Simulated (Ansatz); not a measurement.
Reaction (ligand exchange at a Ge–Se bond): `[GeH3][SeH]` + `CSS` → `CS[S][GeH3]` + H₂Se

Gas-phase electronic energies from Ansatz, PBE0-D4/def2-TZVP geometries. CCSD(T)/CBS adds triple-zeta CCSD(T) − MP2 to the extrapolated MP2 energy (def2 sets, frozen cores). Functionals use def2-TZVPP. For Ge, Se outer-core shells are correlated without core-valence functions, which leaves a few kJ/mol of doubt a bond. Scalar relativity is left out up to krypton. Each species was taken in one conformer, which may not be the lowest.

```
        level  ΔE (eV)
       PBE-D4     0.07
 CAM-B3LYP-D4     0.09
      r2SCANh     0.11
CCSD/def2-SVP     0.05
```

**Question.** What does CCSD(T)/CBS give? (An estimate is asked.)

**Answer.** The calculation gave: +0.08 eV. The listed levels differ from it by -0.01, 0.01, 0.03, -0.03 eV.

**Question.** What do rigid-rotor, harmonic-oscillator terms from PBE0-D4/def2-TZVP frequencies (298.15 K, 1 bar) make of the CCSD(T)/CBS value? (Estimate.)

**Answer.** The calculation gave: ΔZPE = -0.04 eV, ΔH = +0.05 eV, ΔS = -11 J/(mol·K), ΔG = +0.09 eV.

Largest T1 diagnostic among the species: 0.012.

Leaving LDA and LC-ωPBE aside and taking each functional with its dispersion term where it has one, the values, not all of them listed here, spread over 0.07 eV, from B97M-V to B2PLYP. LDA lies −0.05 eV from PBE without D4. At CCSD(T), def2-SVP lies −0.04 eV from the extrapolated value and def2-TZVPP +0.00 eV. The D4 term adds −0.07 eV with B3LYP and −0.04 eV with PBE0; it sums over pairs of atoms, weighted by their polarisabilities, and B3LYP, whose exchange is more repulsive, gets the larger term.

B3LYP here is the variant with VWN-RPA as its local correlation; programs differ in this.
